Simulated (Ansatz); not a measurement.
Stepwise reaction of `[NH2][Hf]([F])([F])[Cl]` with hydrogen chloride, as a gas-phase model of exchange steps in deposition or etching. ΔE in kJ/mol.

Computed with Ansatz on PBE0-D4/def2-TZVP structures; ΔE is electronic, products minus reactants. CCSD(T)/CBS adds triple-zeta CCSD(T) − MP2 to the extrapolated MP2 energy (def2 sets, frozen cores). This one scheme is used for every species. DFT in def2-TZVPP. B3LYP here is the variant with VWN-RPA as its local correlation; programs differ in this. Elements past krypton have def2 core potentials. For Hf outer-core shells are correlated without core-valence functions, which leaves a few kJ/mol of doubt a bond. One conformer a species, not always the lowest.

```
step                                                              reaction  PBE-D4  B3LYP-D4  ωB97M-V  CCSD(T)/CBS
   2  `[NH2][Hf]([F])([Cl])[Cl]` + HCl → `[NH2][Hf]([Cl])([Cl])[Cl]` + H–F    22.6      22.6     22.8         12.7
```

Task: Give the row of step 1, `[NH2][Hf]([F])([F])[Cl]` + HCl → `[NH2][Hf]([F])([Cl])[Cl]` + H–F. (An estimate is asked.)

Result: The calculation gave: 
| step | reaction | PBE-D4 | B3LYP-D4 | ωB97M-V | CCSD(T)/CBS |
| --- | --- | --- | --- | --- | --- |
| 1 | `[NH2][Hf]([F])([F])[Cl]` + HCl → `[NH2][Hf]([F])([Cl])[Cl]` + H–F | 19.6 | 20.1 | 19.5 | 10.7 |

Task: By hand: ΔE of the 2 steps together at CCSD(T)/CBS.

Result: (10.7) + (12.7) = 23.4 kJ/mol, or 11.7 kJ/mol a step.

In ΔE the steps differ by no more than 2.0 kJ/mol. All are uphill at CCSD(T)/CBS. PBE-D4 differs from CCSD(T)/CBS by 8.9 to 9.9 kJ/mol a step. Isolated molecules leave out the surface, adducts and barriers. Largest T1 diagnostic: 0.015.
